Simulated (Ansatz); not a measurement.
`C=C[NH][AlH][SiH3]`. Charge 0, multiplicity 1.

Cartesian coordinates in Å:
```
C 2.9646 0.3692 -0.5457
C 1.8795 0.4499 0.2245
N 0.5933 0.0708 -0.1184
Al -0.8813 0.1652 0.8892
Si -2.9629 -0.6257 -0.1330
H 2.9218 -0.0213 -1.5572
H 3.9251 0.6963 -0.1732
H 1.9661 0.8479 1.2333
H 0.5439 -0.2948 -1.0607
H -0.6798 0.7548 2.3459
H -4.1228 -0.4994 0.7931
H -3.2876 0.1466 -1.3671
H -2.8600 -2.0596 -0.5308
```

(1) Give the diagnostics of a CCSD(T)/def2-TZVPP run (frozen core, Ansatz 0.2.0). (An estimate is asked.)

## Answers

(1) The calculation gave: T1 = 0.0136, largest single amplitude 0.028, largest double 0.067, (T) share of the correlation energy 4.0 %, 10 CCSD cycles. The RHF solution is stable towards an unrestricted one. T1 lies under the customary mark of 0.02 for closed shells.
